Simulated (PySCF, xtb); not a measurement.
F3H3O3Si2, SMILES O[Si](O)(O)[Si](F)(F)F. Other conformers were not sampled.

Harmonic wavenumbers (cm⁻¹) from xtb with GFN2-xTB at its own minimum, in rising order: 20, 94, 95, 163, 164, 199, 200, 212, 248, 249, 269, 299, 299, 327, 513, 764, 782, 782, 812, 877, 877, 896, 957, 958, 3696, 3696, 3699.

What does PBE0-D3(BJ)/def2-SVP (PySCF) give at its own minimum? (An estimate is asked for; the answer gives what the named calculation found.)

28, 48, 48, 133, 133, 190, 209, 209, 221, 301, 301, 326, 326, 385, 522, 760, 760, 763, 806, 892, 960, 960, 992, 992, 3933, 3933, 3936. Paired by order, the mean absolute difference is 52 cm⁻¹ and the zero-point energies are 31.7 and 33.0 kcal/mol.
